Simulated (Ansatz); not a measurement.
Program: Ansatz. Geometries: PBE0-D4/def2-TZVP. ΔE: electronic, gas phase. CBS: MP2 limit from def2 TZ/QZ plus the TZ coupled-cluster correction, frozen cores. This one scheme is used for every species. DFT in def2-TZVPP. One conformer a species, not always the lowest.

Consider the ligand exchange at the Al–Cl bond: `CC(C)[NH][AlH][Cl]` + H–F → `CC(C)[NH][AlH][F]` + HCl.

`CC(C)[NH][AlH][Cl]`:

Z-matrix (Å, degrees):
```
C
C 1 1.522
H 1 1.093 2 111.3
H 1 1.092 2 110.8 3 120.9
H 1 1.095 2 110.3 3 -119.6
C 2 1.522 1 111.1 3 57.1
N 2 1.454 1 111.3 3 -178.1
H 2 1.098 1 107.9 3 -61.0
H 6 1.095 2 110.3 1 62.5
H 6 1.093 2 111.3 1 -57.1
H 6 1.092 2 110.8 1 -178.0
Al 7 1.757 2 127.7 1 117.9
H 7 1.011 2 111.8 1 -62.2
Cl 12 2.100 7 117.6 2 180.0
H 12 1.572 7 121.4 2 -0.0
```

H–F:

Z-matrix (Å, degrees):
```
F
H 1 0.920
```

`CC(C)[NH][AlH][F]`:

Z-matrix (Å, degrees):
```
C
C 1 1.522
H 1 1.093 2 111.3
H 1 1.092 2 110.8 3 120.9
H 1 1.095 2 110.3 3 -119.6
C 2 1.522 1 111.1 3 57.1
N 2 1.454 1 111.4 3 -178.1
H 2 1.098 1 107.9 3 -61.0
H 6 1.095 2 110.3 1 62.6
H 6 1.093 2 111.3 1 -57.0
H 6 1.092 2 110.8 1 -178.0
Al 7 1.758 2 127.3 1 117.8
H 7 1.011 2 111.7 1 -62.2
F 12 1.652 7 118.1 2 179.9
H 12 1.571 7 122.0 2 -0.1
```

HCl:

```xyz
2

Cl   -0.619    0.146   -0.069
H     0.619   -0.146    0.069
```

```tsv
level	ΔE (kJ/mol)
PBE	-18.9
CCSD/def2-TZVPP	-21.2
```

Q: What does CCSD(T)/CBS give? (An estimate is asked.)

A: Ansatz gave: -17.2 kJ/mol. The listed levels differ from it by -1.7, -4.0 kJ/mol.

Largest T1 diagnostic among the species: 0.011.

From PBE to PBE0 (25 % exact exchange), in def2-TZVPP and without D4, ΔE moves by +3.8 kJ/mol. The D4 term adds +4.3 kJ/mol with B3LYP and +2.4 kJ/mol with PBE0; it sums over pairs of atoms, weighted by their polarisabilities, and B3LYP, whose exchange is more repulsive, gets the larger term.

B3LYP here is the variant with VWN-RPA as its local correlation; programs differ in this.
